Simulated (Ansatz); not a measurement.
Relaxation of the cluster Ca3Se3 with RKS PBE0-D4/def2-SVP.

```sh
$ ansatz run in.yaml --threads 2 --pin off --events-out ev --progress --plain --max-ram 32768MiB --backend cpu
```

```yaml
crystal:
  periodic: [false, false, false]
  atoms:
    - {symbol: Ca, position_ang: [1.136770, 0.293400, -0.565190]}
    - {symbol: Ca, position_ang: [-0.554470, 1.578570, 2.100460]}
    - {symbol: Ca, position_ang: [-0.962450, -2.394140, -0.698870]}
    - {symbol: Se, position_ang: [0.361860, -1.256210, -2.536000]}
    - {symbol: Se, position_ang: [-0.640460, -0.975300, 1.489180]}
    - {symbol: Se, position_ang: [0.658760, 2.753680, 0.210420]}
basis:
  gaussian: {orbitals: def2-SVP}
hamiltonian: {xc: pbe0, dispersion: d4}
scf: {lower_state_search: "off"}
output: {orbitals: {seedname: orbitals}}
relax: {f_tol: 0.02, max_steps: 100}
```

Hardware: 2 threads of AMD EPYC 7R13 on a shared host. Wall time 1.9 min, peak host memory 0.7 GiB.

Positions (Å) and forces (eV/Å) at steps 1, 2, 3, 4, 5, 7, 10, 12 of 12:

```xyz
6
step=1 energy=-251304.4536 eV
Ca    1.137    0.293   -0.565    0.457   -0.032   -0.051
Ca   -0.554    1.579    2.100   -0.492    0.360    0.628
Ca   -0.962   -2.394   -0.699   -0.581   -0.634   -0.079
Se    0.362   -1.256   -2.536    0.150   -0.350   -0.875
Se   -0.640   -0.975    1.489    0.218   -0.272    0.377
Se    0.659    2.754    0.210    0.248    0.928   -0.001
6
step=2 energy=-251304.5591 eV
Ca    1.244    0.352   -0.673   -0.680   -0.008    0.132
Ca   -0.670    1.685    2.216    0.267   -0.354   -0.662
Ca   -1.086   -2.522   -0.745    0.393    0.659    0.098
Se    0.374   -1.414   -2.647   -0.055   -0.111    0.459
Se   -0.570   -1.006    1.528    0.114    0.209   -0.322
Se    0.707    2.906    0.321   -0.038   -0.394    0.295
6
step=3 energy=-251304.6975 eV
Ca    1.128    0.351   -0.654   -0.156    0.036   -0.018
Ca   -0.648    1.639    2.145   -0.007   -0.072   -0.115
Ca   -1.049   -2.451   -0.727    0.028    0.108    0.039
Se    0.396   -1.417   -2.626   -0.003   -0.060    0.153
Se   -0.561   -1.012    1.532    0.123    0.120   -0.185
Se    0.734    2.890    0.330    0.014   -0.132    0.126
6
step=4 energy=-251304.7208 eV
Ca    1.065    0.382   -0.688    0.060    0.033   -0.078
Ca   -0.735    1.634    2.102    0.072    0.009   -0.020
Ca   -1.087   -2.438   -0.709    0.055   -0.005   -0.028
Se    0.399   -1.483   -2.608   -0.038    0.020    0.086
Se   -0.438   -0.982    1.475   -0.091    0.009    0.015
Se    0.796    2.888    0.426   -0.058   -0.066    0.025
6
step=5 energy=-251304.7250 eV
Ca    1.062    0.413   -0.732   -0.027   -0.049    0.074
Ca   -0.703    1.630    2.123   -0.013   -0.032    0.048
Ca   -1.064   -2.456   -0.705   -0.014   -0.032    0.047
Se    0.407   -1.486   -2.591    0.023   -0.002   -0.090
Se   -0.498   -0.976    1.474    0.001    0.032   -0.046
Se    0.795    2.876    0.430    0.030    0.082   -0.032
6
step=7 energy=-251304.7325 eV
Ca    0.943    0.443   -0.761   -0.001    0.002   -0.003
Ca   -0.617    1.653    2.202    0.003    0.005    0.004
Ca   -0.990   -2.547   -0.706    0.002   -0.006   -0.004
Se    0.443   -1.532   -2.606    0.000   -0.003    0.000
Se   -0.616   -0.920    1.407   -0.004    0.001   -0.001
Se    0.837    2.901    0.463    0.000    0.001    0.003
6
step=10 energy=-251304.7335 eV
Ca    0.856    0.478   -0.801   -0.005    0.001    0.000
Ca   -0.557    1.658    2.251    0.001   -0.012   -0.006
Ca   -0.935   -2.601   -0.698    0.003    0.010    0.009
Se    0.472   -1.563   -2.604    0.002    0.002    0.002
Se   -0.704   -0.881    1.362   -0.002    0.002   -0.002
Se    0.869    2.907    0.490    0.001   -0.003   -0.001
6
step=12 energy=-251304.7337 eV
Ca    0.819    0.493   -0.818    0.002    0.005    0.001
Ca   -0.534    1.655    2.266    0.002    0.001   -0.001
Ca   -0.912   -2.615   -0.691   -0.002   -0.005    0.000
Se    0.485   -1.573   -2.603   -0.001    0.002    0.005
Se   -0.741   -0.866    1.347    0.000    0.000   -0.005
Se    0.882    2.906    0.499   -0.002   -0.003    0.000
```

The structure comes from a short search, and lower isomers may exist.
